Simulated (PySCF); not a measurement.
SiHFCl2, SMILES F[SiH](Cl)Cl.

The structure is a stationary point at ωB97X-D3(BJ)/def2-SVP.

Computed with B3LYP/def2-TZVPD (PySCF).

Gas-phase values at a fixed geometry.

Computed frontier levels, gap, dipole moment and polarisability:
- highest occupied level: -9.40 eV
- lowest empty level: -0.45 eV
- orbital gap: 8.95 eV
- dipole moment: 1.16 D
- quadrupole, principal values (traceless, Buckingham form, about the centre of nuclear charge): -3.20, 0.07, 3.13 D·Å
- mean static polarisability: 52.5 bohr³ (7.79 Å³)
- polarisability, principal values: 44.9, 51.0, 61.7 bohr³
